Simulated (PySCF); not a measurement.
**Orbital picture of CuF**

PBE0 at R = 1.738 Å; PySCF, scalar-relativistic core potentials, basis sets Cu cc-pVDZ-PP with ECP10, F cc-pVDZ. State: ¹Σ⁺ (singlet), closed shell. Only the outer orbitals are listed, counted within each symmetry, core potentials removing the inner ones.

```json
{"orbital": "5σ", "occ.": "2", "ε (eV)": "-10.63", "on Cu (%)": "30", "main shells (%)": "68 F p, 25 Cu d"}
{"orbital": "2π", "occ.": "2", "ε (eV)": "-9.66", "on Cu (%)": "40", "main shells (%)": "60 F p, 38 Cu d"}
{"orbital": "2π", "occ.": "2", "ε (eV)": "-9.66", "on Cu (%)": "40", "main shells (%)": "60 F p, 38 Cu d"}
{"orbital": "1δ", "occ.": "2", "ε (eV)": "-8.14", "on Cu (%)": "100", "main shells (%)": "100 Cu d"}
{"orbital": "1δ", "occ.": "2", "ε (eV)": "-8.13", "on Cu (%)": "100", "main shells (%)": "100 Cu d"}
{"orbital": "3π", "occ.": "2", "ε (eV)": "-7.48", "on Cu (%)": "65", "main shells (%)": "62 Cu d, 35 F p"}
{"orbital": "3π", "occ.": "2", "ε (eV)": "-7.48", "on Cu (%)": "65", "main shells (%)": "62 Cu d, 35 F p"}
{"orbital": "6σ", "occ.": "2", "ε (eV)": "-7.12", "on Cu (%)": "85", "main shells (%)": "64 Cu d, 21 Cu s, 14 F p"}
{"orbital": "7σ", "occ.": "0", "ε (eV)": "-2.88", "on Cu (%)": "92", "main shells (%)": "63 Cu s, 21 Cu p, 8 F p"}
{"orbital": "4π", "occ.": "0", "ε (eV)": "0.64", "on Cu (%)": "97", "main shells (%)": "96 Cu p"}
{"orbital": "4π", "occ.": "0", "ε (eV)": "0.64", "on Cu (%)": "97", "main shells (%)": "96 Cu p"}
```

Task: Which are the highest filled and the lowest empty level, where do they sit, and how wide is the gap?

Result: Highest filled 6σ at -7.12 eV (in %: 64 Cu d, 21 Cu s, 14 F p); lowest empty 7σ at -2.88 eV (in %: 63 Cu s, 21 Cu p, 8 F p); the gap at PBE0 is 4.24 eV.

```json
{
 "bond order (Mayer)": "1.00",
 "⟨S²⟩": "0.000",
 "charge on Cu (Mulliken, basis-dependent)": "0.42",
 "charge on Cu (Löwdin, basis-dependent)": "0.27",
 "dipole moment (positive dipole means Cu(−)F(+))": "-4.59 D",
 "polarisability along the bond": "21.8 bohr³",
 "polarisability across the bond": "19.3 bohr³"
}
```
